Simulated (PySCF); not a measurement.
Two-component Hartree-Fock for Os(45+) (osmium, charge +45)

Start: [Ar] 3d10 4s2 4p1; 4p3/2 filled at m_j = +3/2. Calculated with PySCF 2.14 in an uncontracted even-tempered set (16 s from 6 bohr⁻², ratio 2.8; 13 p from 7.8 bohr⁻², ratio 2.8; 8 d from 14 bohr⁻², ratio 2.8; 4 f from 33 bohr⁻², ratio 3): generalised Hartree-Fock with the X2C-1e Hamiltonian and a Gaussian nucleus; one run each with spin-orbit coupling (SO) screened by Boettger's factors, then bare. This is a chosen level, not necessarily the ground level.

```
spinor shell  electrons  ε, screened SO (eV)  ε, bare SO (eV)  weight of nominal j (bare SO)  rms radius, bare SO (bohr)
       1s1/2          2             -76542.0         -76540.5                          1.000                      0.0201
       2s1/2          2             -15323.8         -15323.4                          1.000                      0.0808
       2p1/2          2             -14751.3         -14787.2                          1.000                      0.0684
       3s1/2          2              -5241.2          -5241.1                          1.000                       0.204
       3p1/2          2              -4989.7          -4997.8                          1.000                       0.195
       3p3/2          4              -4634.6          -4632.0                          1.000                       0.210
       3d3/2          4              -4234.0          -4241.3                          1.000                       0.182
       3d5/2          6              -4157.3          -4152.7                          1.000                       0.187
       4s1/2          2              -2479.8          -2479.8                          1.000                       0.427
       4p3/2          1              -2280.6          -2279.7                          1.000                       0.431
```

(1) Where does 2p3/2 lie, and what is the 2p spin-orbit splitting (bare SO)?

| quantity | screened SO | bare SO |
| --- | --- | --- |
| E (hartree) | -15868.32329 | -15869.67097 |
| M_J | 3/2 | 3/2 |
| ⟨J²⟩ | 3.751 | 3.751 |
| ⟨L²⟩ | 2.066 | 2.071 |
| ⟨S²⟩ | 0.815 | 0.820 |

Each row is a mean over spinors that exchange with the open shell spreads, by up to 13.407 eV (4s1/2).

Breit and QED terms are absent; they matter most for the inner s and p1/2 levels.

Densities and radii are taken from the X2C orbitals without a picture-change correction, which distorts them close to the nucleus.

## Answers

(1) At -13198.7 eV, 1588.5 eV above 2p1/2.
